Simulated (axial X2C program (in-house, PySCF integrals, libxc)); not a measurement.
Photoelectron levels of TeC by EOM-IP-CCSD

Calculated with an in-house all-electron X2C program for linear molecules (integrals from PySCF): two-component X2C with atomic mean-field Coulomb and Gaunt terms, Gaussian nuclei, basis Te dyall-cv3z, C dyall-v3z with contracted cores.

R = 1.811 Å (0.960 times 1.886 Å, the PBE0 minimum at charge 0 for the lowest determinant).

Vertical ionisation energies of TeC to the states of TeC⁺:

```
Ω of TeC⁺  vertical IE (eV)  above lowest (cm⁻¹)                  ionised spinor  one-hole weight
      1/2             9.899                    0   59% C pσ, 18% C sσ, 15% Te pσ             0.89
      3/2            11.002                 8901             60% Te pπ, 36% C pπ             0.97
      1/2            11.342                11641             69% Te pπ, 25% C pπ             0.96
      1/2            15.395                44330  42% Te pσ, 31% Te sσ, 19% C sσ             0.64
```

Question: What is the splitting of the first π pair in the table, and is it regular or inverted?

Answer: E(3/2) − E(1/2) = 8901 − 11641 = -2740 cm⁻¹ at EOM-IP-CCSD: inverted, Ω = 3/2 lower. Splittings at this level can be off by ten to twenty per cent.

This point took 19 s on 1 thread of Arm Neoverse V2, on a shared host.

Reference electrons by ω block (each with its −ω partner): 1/2: 19, 3/2: 8, 5/2: 2. 20 electrons of TeC correlated (inner shells frozen), 82 natural virtual spinors (a truncated set); levels can be off by some tenths of an eV. Roots sought by Ω: (1/2: 4, 3/2: 3, 5/2: 1); rows need 60 % one-particle weight and stop where some Ω has no more roots. Missing are any skipped roots, higher Ω and states of a further excitation; these come out far too high here and may in truth be low or lowest. T1 of the reference 0.022 (Lee–Taylor). Number of frozen shells: Te 4 s, 3 p, 1 d; C 1 s.
